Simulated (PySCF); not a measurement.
## H₄RuO, triplet: computed properties

These are results of UPBE0 in PySCF with Ru def2-TZVP with ECP28, O def2-TZVP, H def2-TZVP; scalar-relativistic core potentials, no spin–orbit coupling; density-fitted integrals, not measurements.

The structure is a higher-order saddle point with 2 imaginary modes (one degenerate set).

```xyz
6
charge 0 multiplicity 3, angstrom
Ru    0.0000    0.0000    0.2026
O     0.0000    0.0000   -1.5653
H     0.0000    0.0000    1.8502
H     1.4291    0.0000    0.8374
H    -0.7146    1.2377    0.8374
H    -0.7146   -1.2377    0.8374
```

```
Point group                                                                   : C3v
Bond lengths                                                                  : Ru–H 1.564 Å (×3), Ru–H 1.648 Å, Ru–O 1.768 Å
Bond angles                                                                   : H–Ru–H 66.1° (×3), H–Ru–H 104.6° (×3), H–Ru–O 113.9° (×3), H–Ru–O 180.0°
Spin squared ⟨S²⟩                                                             : 2.046
Lowest empty level (β)                                                        : -4.64 eV
Zero-point energy (real modes)                                                : 70.0 kJ/mol
Dipole moment                                                                 : 1.70 D
Principal polarisabilities                                                    : 38.3, 38.3, 62.4 bohr³
Atomisation energy without zero-point energy                                  : 1341 kJ/mol
Rotational constants                                                          : 2.73, 0.324, 0.324 cm⁻¹
Principal quadrupole moments (Buckingham, traceless) about the centre of mass : -7.51, 3.75, 3.75 D Å
Highest occupied level (β)                                                    : -7.84 eV
```

Harmonic modes (masses in u: Ru 101.904, O 15.995, H 1.008):
```json
{"symmetry": "e", "ω (cm⁻¹)": "884i", "IR (km/mol, summed over degenerate members)": "–", "μ (u)": "1.01", "type": "bend"}
{"symmetry": "e", "ω (cm⁻¹)": "174", "IR (km/mol, summed over degenerate members)": "21.5", "μ (u)": "1.19", "type": "bend"}
{"symmetry": "a1", "ω (cm⁻¹)": "642", "IR (km/mol, summed over degenerate members)": "178", "μ (u)": "1.36", "type": "bend"}
{"symmetry": "e", "ω (cm⁻¹)": "675", "IR (km/mol, summed over degenerate members)": "1.1", "μ (u)": "1.03", "type": "bend"}
{"symmetry": "a1", "ω (cm⁻¹)": "774", "IR (km/mol, summed over degenerate members)": "5.9", "μ (u)": "3.36", "type": "bend"}
{"symmetry": "a1", "ω (cm⁻¹)": "1968", "IR (km/mol, summed over degenerate members)": "36.5", "μ (u)": "1.02", "type": "stretch"}
{"symmetry": "a1", "ω (cm⁻¹)": "2207", "IR (km/mol, summed over degenerate members)": "9.4", "μ (u)": "1.01", "type": "stretch"}
{"symmetry": "e", "ω (cm⁻¹)": "2208", "IR (km/mol, summed over degenerate members)": "18.2", "μ (u)": "1.02", "type": "stretch"}
```

In C3v the vibrations span 4e + 4a1.

Charges (e):
```csv
atom,Mulliken,Löwdin,polar tensor,spin (Mulliken),Mayer order to Ru1
Ru1,0.22,0.05,0.35,1.35,–
O2,-0.51,-0.29,-0.38,0.82,1.67
H3,0.05,0.01,0.01,-0.07,0.75
"H4,5,6",0.08,0.08,0.01,-0.03,0.94
```

Mulliken populations on Ru1 (electrons outside its core potential): s 2.73, p 6.53, d 6.50, f 0.02.

Only a few start shapes were tried, so a lower isomer may exist. Other spin states or occupations of the open shell can lie lower. At this level a singlet minimum of C4v symmetry lies 209 kJ/mol below this structure.

The final relaxation and frequency run took 66 s on 4 threads of a shared Arm Neoverse V1 host, with 95 basis functions and 15 gradients; the process peaked at 1.4 GiB.
